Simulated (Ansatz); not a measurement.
Ga(py)F3 (C₅H₅F₃GaN). The state is a singlet with charge 0. Geometry r2SCAN-D4/def2-SVP, basis def2-TZVP, Ansatz.

| run | HOMO (eV) | LUMO (eV) |
| --- | --- | --- |
| A | -8.22 | -3.69 |
| B | -8.22 | -3.31 |
| C | -9.03 | -2.55 |
| D | -7.94 | -3.43 |
| E | -7.83 | -3.34 |

Q: The runs used LDA (SPW92), PBE, PBE0, r2SCAN, revPBE. Estimate which is which.

A: A LDA (SPW92) (0 % exact exchange); B r2SCAN (0 % exact exchange); C PBE0 (25 % exact exchange); D PBE (0 % exact exchange); E revPBE (0 % exact exchange). Exact exchange lowers occupied and raises empty levels; among semilocal functionals meta-GGAs tend to open the gap a little, and such runs are hard to tell apart. The gap grows from 4.50 eV (revPBE) to 6.49 eV (PBE0).
